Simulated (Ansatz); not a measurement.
(CdS)6 ring (Cd6S6), 12 atoms. Hardware: 2 threads of AMD EPYC 7R13 on a shared host and a share (18 GiB) of an NVIDIA H100 80GB HBM3.

In the def2 sets Cd takes a core potential; there is no spin–orbit coupling. Correlated methods freeze 30 core orbitals; core or outer-core shells of Cd are correlated, in sets that lack core-valence functions. Single mean-field runs in def2-TZVP are fitted with def2-universal-jkfit.

(1) How many basis functions does each of these Ansatz runs have, and roughly what does it cost? LC-ωPBE (ω = 0.20 bohr⁻¹)/def2-SVP, charge 1 doublet at the geometry of the charge 0 singlet, energy, from earlier orbitals; LC-ωPBE (ω = 0.20 bohr⁻¹)/def2-SVP, charge 0 singlet, energy, from earlier orbitals; LC-ωPBE (ω = 0.10 bohr⁻¹)/def2-SVP, charge 0 singlet, energy, from earlier orbitals; LC-ωPBE (ω = 0.15 bohr⁻¹)/def2-SVP, charge 0 singlet, energy, from earlier orbitals; B3LYP-D4/def2-TZVP, charge 1 doublet at the geometry of the charge 0 singlet, energy, from earlier orbitals; PBE-D4/def2-TZVP, charge 1 doublet at the geometry of the charge 0 singlet, energy, from earlier orbitals; PBE0-D4/def2-SVP, charge 0 singlet, energy, from earlier orbitals; RPA@PBE/def2-TZVP, charge 0 singlet, energy, from earlier orbitals; r2SCAN-D4/def2-TZVP, charge 0 triplet at the geometry of the charge 0 singlet, energy, from earlier orbitals; PBE0-D4/def2-TZVP, charge 0 triplet at the geometry of the charge 0 singlet, energy; PBE0-D4/def2-TZVP, charge 1 doublet at the geometry of the charge 0 singlet, energy; PBE0-D4/def2-TZVP, charge 0 singlet, energy and forces, from earlier orbitals.

Results:

(1) Other jobs shared the machine, so times can vary by a factor of up to 3.

```tsv
run	functions	fitting or Cholesky vectors	wall time	peak host memory (GiB)
PBE0-D4/def2-SVP, charge 0 singlet, energy, from earlier orbitals	294	2916	7.5 s	0.95
LC-ωPBE (ω = 0.15 bohr⁻¹)/def2-SVP, charge 0 singlet, energy, from earlier orbitals	294	3078	7.5 s	0.97
PBE-D4/def2-TZVP, charge 1 doublet at the geometry of the charge 0 singlet, energy, from earlier orbitals	462	2298	7.5 s	0.98
LC-ωPBE (ω = 0.20 bohr⁻¹)/def2-SVP, charge 0 singlet, energy, from earlier orbitals	294	3078	8 s	0.97
LC-ωPBE (ω = 0.10 bohr⁻¹)/def2-SVP, charge 0 singlet, energy, from earlier orbitals	294	3078	8 s	0.99
RPA@PBE/def2-TZVP, charge 0 singlet, energy, from earlier orbitals	462	3546	10 s	2.2
PBE0-D4/def2-TZVP, charge 0 singlet, energy and forces, from earlier orbitals	462	2298	11 s	1.1
LC-ωPBE (ω = 0.20 bohr⁻¹)/def2-SVP, charge 1 doublet at the geometry of the charge 0 singlet, energy, from earlier orbitals	294	3078	11 s	1.1
B3LYP-D4/def2-TZVP, charge 1 doublet at the geometry of the charge 0 singlet, energy, from earlier orbitals	462	2298	13 s	1
PBE0-D4/def2-TZVP, charge 1 doublet at the geometry of the charge 0 singlet, energy	462	2298	15 s	1.1
PBE0-D4/def2-TZVP, charge 0 triplet at the geometry of the charge 0 singlet, energy	462	2298	22 s	1.1
r2SCAN-D4/def2-TZVP, charge 0 triplet at the geometry of the charge 0 singlet, energy, from earlier orbitals	462	2298	25 s	1.2
```
